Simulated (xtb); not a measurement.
C4H9Cl3Sn, charge -1, doublet, at the geometry of the source list (GFN-xTB shapes and energies of metal compounds can be far from the true ones) (a state made from the parent by changing its charge; the spin is typed, not shown lowest). Base run: GFN2-xTB run with xtb 6.7.1.

The xtb input:
```
$ xtb mol.xyz --gfn 2 --chrg -1 --uhf 1 --json

# file mol.xyz
17

C     -2.55570000     0.21460000     0.05930000
C     -1.07930000     0.34140000    -0.29060000
C     -0.31020000    -0.93140000     0.04990000
C      1.08890000    -0.96070000    -0.48800000
Sn     2.46520000     0.66390000     0.34860000
Cl     2.88530000     2.37870000    -1.19710000
Cl     1.72010000     1.73630000     2.30180000
Cl     4.57080000    -0.20270000     0.90680000
H     -3.03530000    -0.54530000    -0.55730000
H     -3.06480000     1.16040000    -0.09950000
H     -2.67630000    -0.06830000     1.10360000
H     -0.64780000     1.17620000     0.26630000
H     -0.97110000     0.56080000    -1.35220000
H     -0.30980000    -1.08030000     1.13240000
H     -0.83350000    -1.78830000    -0.39220000
H      1.62230000    -1.87260000    -0.23250000
H      1.13130000    -0.78260000    -1.55940000
```

Variants of this job, named by their change:

```
change          ΔE vs base (kcal/mol)  SCF cycles
--------------  ---------------------  ----------
base                            0.000          15
acc = 0.1                       0.000          18
etemp = 5000                    -1.58          16
etemp = 10000                  -19.53          15
file = coord                    0.000          15
alpb = benzene                 -47.24          15
```

ALPB and GBSA are two models with their own fitted parameters for each solvent, which aren't always the measured dielectric constant.
